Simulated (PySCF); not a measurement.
Isomers of C4H7ClSi, mass 118.001 u with the commonest isotopes. Level of theory: CAM-B3LYP/def2-SVPD in PySCF (dipole) on a GFN2-xTB geometry, gas phase. One conformer each, none proved a minimum here; rigid rotors.

Task: Order these by rotational constant C, largest first.
A. `[Cl:1][CH2:2][SiH2:3][C:4]1=[CH:5][CH2:6]1` with Cl1–C2–Si3–C4 -64°, C2–Si3–C4–C5 121°
B. `[Cl:1][CH2:2]/[CH:3]=[C:4]1\[CH2:5][SiH2:6]1` with Cl1–C2–C3–C4 -112°
C. `[Cl:1][CH2:2]/[CH:3]=[C:4]1/[CH2:5][SiH2:6]1` with Cl1–C2–C3–C4 108°

Result: A (1123 MHz), C (898.3 MHz), B (855.4 MHz).

Task: Order these by rotational constant B, largest first.
A. `[Cl:1][CH2:2]/[CH:3]=[C:4]1\[CH2:5][SiH2:6]1` with Cl1–C2–C3–C4 -112°
B. `[Cl:1][CH2:2][SiH2:3][C:4]1=[CH:5][CH2:6]1` with Cl1–C2–Si3–C4 -64°, C2–Si3–C4–C5 121°
C. `[Cl:1][CH2:2]/[CH:3]=[C:4]1/[CH2:5][SiH2:6]1` with Cl1–C2–C3–C4 108°

Result: B (1346 MHz), C (954.9 MHz), A (864.5 MHz).

Task: Order these by rotational constant A, smallest first.
A. `[Cl:1][CH2:2]/[CH:3]=[C:4]1/[CH2:5][SiH2:6]1` with Cl1–C2–C3–C4 108°
B. `[Cl:1][CH2:2]/[CH:3]=[C:4]1\[CH2:5][SiH2:6]1` with Cl1–C2–C3–C4 -112°
C. `[Cl:1][CH2:2][SiH2:3][C:4]1=[CH:5][CH2:6]1` with Cl1–C2–Si3–C4 -64°, C2–Si3–C4–C5 121°

Result: C (3536 MHz), A (5649 MHz), B (7489 MHz).

```tsv
SMILES	point group	Ia (u·Å²)	Ib (u·Å²)	Ic (u·Å²)	κ	μa (D)	μb (D)	μc (D)
ClC/C=C1/C[SiH2]1	C1	89.46	529.23	562.63	-0.98	2.16	0.18	1.15
ClC[SiH2]C1=CC1	C1	142.93	375.55	449.98	-0.82	0.82	1.25	0.47
ClC/C=C1\C[SiH2]1	C1	67.48	584.57	590.78	-1.00	2.21	0.32	1.10
```
